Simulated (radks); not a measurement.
Values are calculated unless marked as measured or tabulated.
Spherical quantum dot in the effective-mass picture: electrons in a hard-walled sphere of radius 8.37, with a point charge +1 (a donor) at the centre, all in effective atomic units (hartree* = m*/eps^2 hartree, bohr* = eps/m* bohr), one dielectric constant everywhere. Level of theory: non-relativistic Kohn-Sham, LDA (Slater exchange, Perdew-Wang correlation), spin-polarised, spherical densities (a radial shooting solver with Libxc functionals). Levels are named by radial order and angular momentum (1s, 1p, 1d, 2s, ...), and open shells are averaged over m.

N = 26, configuration 1s2 1p6 1d10 2s(up 1, down 0) 1f(up 7, down 0). This is the lowest configuration that the search found. Occupied and some empty levels:

level    occupation  eigenvalue (hartree*)  <r> (bohr*)
1s up             1                 3.5867        6.152
1p up             3                 3.6163        6.358
1s down           1                 3.6176        6.232
1p down           3                 3.6464        6.341
1d up             5                 3.6693        6.440
1d down           5                 3.6997        6.427
2s up             1                 3.7109        1.843
1f up             7                 3.7456        6.520
1f down           0                 3.7764        6.511
1g up             0                 3.8440        6.595
2s down           0                 3.8463        2.318
1g down           0                 3.8751        6.590
2p up             0                 4.0348        4.124
2p down           0                 4.0625        4.255
2d up             0                 4.1845        4.769
2d down           0                 4.2048        4.789

Energy (hartree*): total 47.7700, kinetic 8.7784, external -4.9375, Hartree 49.774, exchange-correlation -5.8444.

Electron density:

r (bohr*)  n(r) (e/bohr*^3)
0.255                0.1767
0.671               0.07659
1.09                0.03379
1.50                0.01525
1.92               0.007142
2.33               0.003608
2.75               0.002182
3.17               0.001833
3.58               0.002193
4.00               0.003201
4.41               0.004945
4.83               0.007563
5.24                0.01107
5.66                0.01515
6.08                0.01894
6.49                0.02087
6.91                0.01924
7.32                0.01359
7.74               0.006028
8.15              0.0007541
